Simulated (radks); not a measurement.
These are the eigenvalues of the occupied orbitals of an atom or ion with whole-number occupations (hartree). All-electron calculation, scalar-relativistic Kohn-Sham, r2SCAN, spin-unpolarised, spherical densities, finite nucleus; meta-GGA in the generalised Kohn-Sham scheme; Fermi nuclear charge, rms radius of each element as measured or else 0.836 A^(1/3) + 0.57 fm. Program: a radial shooting solver on a logarithmic mesh with Libxc functionals.

| orbital | eigenvalue |
|---|---|
| 1s | -259.5043 |
| 2s | -31.86842 |
| 2p | -27.30606 |
| 3s | -4.93961 |
| 3p | -3.63212 |
| 3d | -1.58388 |

Which element is it, and in what charge state? The configuration may be excited.

Answer. Z = 26, iron, charge +3: Fe3+ in [Ar] 3d5. The list shows which subshells hold electrons but not how many an open one holds; the 1s level, -259.5 hartree, gives Z - s = 22.8 by -(Z - s)^2/2, which with screening and relativity narrows Z to a few neighbours, and the depths of the outer levels then fix element, charge and occupations together.
